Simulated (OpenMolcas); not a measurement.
Tc3+ among 3 point charges of -3 e arranged as a planar triangle (D3h).

```json
{"Program": "OpenMolcas", "Method": "CASSCF", "Basis": "ANO-RCC-VDZP [6s5p3d1f]", "Scalar Hamiltonian": "DKH2, point nucleus", "Active space": "4 electrons in 5 orbitals (4d)", "State averaging": "2S+1 = 5 even, 5 roots; 2S+1 = 3 even, 45 roots; 2S+1 = 1 even, 50 roots", "Spin-orbit coupling": "state interaction with AMFI integrals over the reference wave functions"}
```

All point charges move together. At R = 2.11 Å the first state of the same spin is 18092 cm-1, and at R = 2.31 Å it is 13820 cm-1.

Q: A third run gives 22762 cm-1. What distance was it run at?

A: With a power law R^-n the two known points give n = -ln(13820 / 18092) / ln(2.31 / 2.11) = 2.97. Then R = 2.11 × (18092 / 22762)^(1/2.97) = 1.953 Å. The run was at 1.95 Å, so the estimate is off by +0.003 Å.

An orbital doublet at a regular site is open to a Jahn-Teller distortion, which this geometry leaves out. Without dynamic correlation the repulsion within the d shell is too large (B by tens of per cent), so at a given field states of lower spin stand too high. Point charges give a weaker field than real ligands, and real ions of this kind are as a rule low spin; the high spin found here belongs to the model. This shell can be high or low spin here, a state of another spin lies low, and with metal d orbitals alone active their balance is uncertain, so the ground spin may be wrong (holds for R = 1.95; R = 2.11). Point charges carry no covalency, so the field is a model and not that of real ligands. No measured value stands beside these numbers.
